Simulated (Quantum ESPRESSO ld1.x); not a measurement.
Task: Species: a nucleus of charge 58.5 with 58 electrons. Configuration: [Xe] 4f3 6s1. Calculated with ld1.x of Quantum ESPRESSO 7.5: Dirac Kohn-Sham, LDA (Slater exchange, Perdew-Zunger correlation), spin-unpolarised, spherical densities, point nucleus; open shells are shared between the two j in proportion to 2j + 1. Some entries of the table are withheld. Estimate them.

orbital     occ.  eigenvalue (hartree)  <r^2> (bohr^2)  r(max) (bohr)
1s1/2          2              -1505.22       0.0008061        0.01559
2s1/2          2              -241.419         0.01275        0.08838
2p1/2          2              -228.144        0.009336        0.06724
2p3/2          4              -211.106         0.01059        0.07255
3s1/2          2              -51.8962         0.08683         0.2523
3p1/2          2              -46.2513         0.08167         0.2389
3p3/2          4              -42.8904         0.08919         0.2504
3d3/2          4              -32.9967         0.07278         0.2008
3d5/2          6              -32.2726         0.07491         0.2040
4s1/2          2              -10.2881          0.4497         0.5866
4p1/2          2              -8.18616             (1)         0.5953
4p3/2          4              -7.46193             (2)         0.6203
4d3/2          4              -4.00904          0.6262         0.6405
4d5/2          6              -3.88282          0.6436         0.6488
5s1/2          2              -1.44431           2.658          1.373
5p1/2          2                   (3)           3.475          1.512
5p3/2          4                   (4)           3.864          1.587
6s1/2          1              -0.19846           21.74          3.806
4f5/2    1.28571              -0.06671           3.241         0.7128
4f7/2    1.71429              -0.05631           3.743         0.7188

Result: 
(1) 4p1/2 <r^2> (bohr^2): 0.4803
(2) 4p3/2 <r^2> (bohr^2): 0.5227
(3) 5p1/2 eigenvalue (hartree): -0.89141
(4) 5p3/2 eigenvalue (hartree): -0.79479
